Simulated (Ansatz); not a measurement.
Basis-set extrapolation for C$_{2}$H$_{4}$BCl (`C=CBCl`) (PBE0-D4/def2-TZVP geometry, frozen core, the Gaussian-basis code of Ansatz). Multiplicity 1, RHF reference.

```json
{"": "HF", "def2-TZVPP": "-562.320489", "def2-QZVPP": "-562.337716"}
{"": "MP2 correlation", "def2-TZVPP": "-0.607196", "def2-QZVPP": "-0.653290"}
{"": "CCSD(T) correlation", "def2-TZVPP": "-0.679111", "def2-QZVPP": "not run"}
```

Energies in hartree. Use E(X) = E(∞) + A·exp(−7.88·√X) for Hartree–Fock and E(X) = E(∞) + B·X^(−2.97) for correlation, with X = 3 and 4, and add CCSD(T) minus MP2 of the smaller set to the MP2 limit.

Q: What is the CCSD(T) energy at the basis-set limit?

A: HF limit: -562.337716 + (-0.017227) × 0.13774 = -562.34009. MP2 limit: -0.653290 + (-0.046094) × 0.74074 = -0.68743. Higher-order term: -0.679111 − (-0.607196) = -0.07192. Total: -563.09944 hartree, 262.1 kJ/mol below CCSD(T)/def2-TZVPP.
